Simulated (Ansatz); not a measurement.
Job for Ansatz (an electronic-structure program): R-PBE/def2-TZVPPD on N2 (SMILES N#N) with ghost functions, monomers drawn apart or pushed together. Files ending in .json are basis or fitting sets from the Basis Set Exchange.

Ansatz 0.2 input:
```yaml
crystal:
  periodic: [false, false, false]
  atoms:
    - {symbol: N, position_ang: [0.16663354, -0.00822527, 5.74062797]}
    - {symbol: N, position_ang: [-0.81595903, 0.11416470, 6.19820831]}
basis:
  gaussian:
    orbitals: def2-TZVPPD.json
    ghost_atoms:
      - {symbol: C, position_ang: [0.68787463, -0.17168019, -0.67007106]}
      - {symbol: O, position_ang: [-0.27296293, 0.09222424, -0.14784971]}
hamiltonian:
  xc: {name: PBE}
scf: {lower_state_search: off}
```

Output:

```
WARN ansatz: RAYON_NUM_THREADS=1 ignored (pool sized by the plan → 1); use --threads N
Functional definition: PBE
these checks for a lower state are left out or cut short: stability, starts, cluster_reference, orbital_swaps, neighbouring_geometries, increment
integrals: 0.03 GiB planned
696 factors; their error is unknown
mean field: 0.31 GiB planned
mean field evaluation 1: about -2976.4862 eV, gradient 3.1e1 eV
mean field evaluation 2: about -2976.6349 eV, gradient 2.9e1 eV
mean field evaluation 4: about -2978.3546 eV, gradient 6.2e-2 eV
mean field evaluation 8: about -2978.3495 eV, gradient 2.0e-3 eV
mean field -2978.34949006 eV, -109.4523249618 hartree, gradient 3.1e-6 eV, S^2 0.000000; 0 other end points of the search recorded, 0 dependent functions left out
reference -2978.34951434 eV, -109.4523258541 hartree; 7, 7 occupied and 144, 144 virtual orbitals, 696 factors
Total energy: -2978.34951434 eV, -109.4523258541 hartree
Checks for a lower state left out: stability, starts, cluster_reference, orbital_swaps, neighbouring_geometries, increment
```

The run converged.

Cost: about 0.8 core-seconds (a rough figure).
